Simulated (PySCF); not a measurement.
BF2H3O2Si, SMILES OB(O)[SiH](F)F. Atoms are numbered in the order given.

```xyz
9

Si    -0.8549    -0.2648    -0.2228
F     -1.0601    -1.0341     1.2089
F     -1.7261     1.1042    -0.1316
B      1.1342     0.1029    -0.2669
O      1.8807    -0.1989     0.8315
O      1.7214     0.6338    -1.3648
H     -1.4784    -1.1023    -1.2776
H      1.3582    -0.5804     1.5505
H      2.6752     0.7654    -1.2481
```

Geometry optimised at B3LYP-D3(BJ)/def2-SVP. This is a generated structure with no PubChem entry under its InChIKey; it may be hypothetical. Other conformers were not sampled.

Method: PBE/pcSseg-1 (PySCF).

GIAO shieldings, no solvent; atoms listed in one row are averaged. δ = σ(ref) − σ: ²⁹Si against TMS (σ = 335.4 ppm); ¹⁹F against CFCl3 (σ = 133.6 ppm); ¹¹B against BF3 (σ = 83.9 ppm); ¹⁷O against H2O (σ = 334.3 ppm); ¹H against TMS (σ = 31.49 ppm), references at their B3LYP-D3(BJ)/def2-TZVP geometries, non-relativistic.

```csv
nucleus,atoms,count,δ (ppm)
²⁹Si,Si1,1,6.7
¹⁹F,F2,1,-182.7
¹⁹F,F3,1,-184.3
¹¹B,B4,1,13.6
¹⁷O,O5,1,171.3
¹⁷O,O6,1,147.1
¹H,H7,1,5.74
¹H,H8,1,5.73
¹H,H9,1,4.89
```
